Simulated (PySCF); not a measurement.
C₂H₅Si, SMILES [CH2][Si]C (connectivity only; charge and spin as stated), charge +1, multiplicity 1. Atoms are numbered in the order given.

```xyz
8

C      0.2907     1.6854     0.0000
Si    -0.3231     0.0944     0.0000
C      0.2101    -1.6682     0.0000
H      0.2447     2.2773     0.9160
H      0.2447     2.2773    -0.9160
H      0.8336    -1.8145    -0.8909
H     -0.6386    -2.3506     0.0000
H      0.8336    -1.8145     0.8909
```
Charge +1, spin multiplicity 1.

Geometry optimised at TPSSh-D3(BJ)/def2-TZVP. The multiplicity is an assumed one; other spin states were not compared. The isomer is the one that the SMILES or the coordinates give; other isomers of the formula were not compared.

Calculation: TDA-B3LYP/def2-SVPD in PySCF.

Vertical excitations. The molecule is in vacuum. State labels are in the subgroup Cs.

### Question
Estimate the UV-visible absorptions. (An estimate is asked for; the answer gives what the named calculation found.)

### Answer

```tsv
state	symmetry	energy (eV)	λ (nm)	f	main pairs
S1	A"	2.94	421	0.005	HOMO→LUMO+1 100 %
S2	A'	4.32	287	0.175	HOMO→LUMO 81 %
S3	A"	6.16	201	0.000	HOMO−1→LUMO+1 99 %
S4	A'	6.34	196	0.027	HOMO−1→LUMO 69 %, HOMO→LUMO+2 25 %
S5	A'	7.07	175	0.118	HOMO→LUMO+2 53 %, HOMO−2→LUMO+1 22 %, HOMO−1→LUMO 14 %
S6	A"	7.30	170	0.001	HOMO−2→LUMO 86 %, HOMO−4→LUMO 13 %
S7	A"	7.76	160	0.003	HOMO−4→LUMO 60 %, HOMO−3→LUMO+1 31 %
S8	A'	7.79	159	0.010	HOMO−3→LUMO 87 %
S9	A"	7.86	158	0.011	HOMO−3→LUMO+1 68 %, HOMO−4→LUMO 26 %
S10	A'	8.24	150	0.255	HOMO−2→LUMO+1 50 %, HOMO−4→LUMO+1 23 %
T1	A'	1.64	755	0	HOMO→LUMO 98 %
T2	A"	2.34	530	0	HOMO→LUMO+1 99 %
T3	A'	5.28	235	0	HOMO−1→LUMO 95 %
T4	A"	5.65	220	0	HOMO−1→LUMO+1 99 %
```
Triplets are in the Tamm–Dancoff approximation.
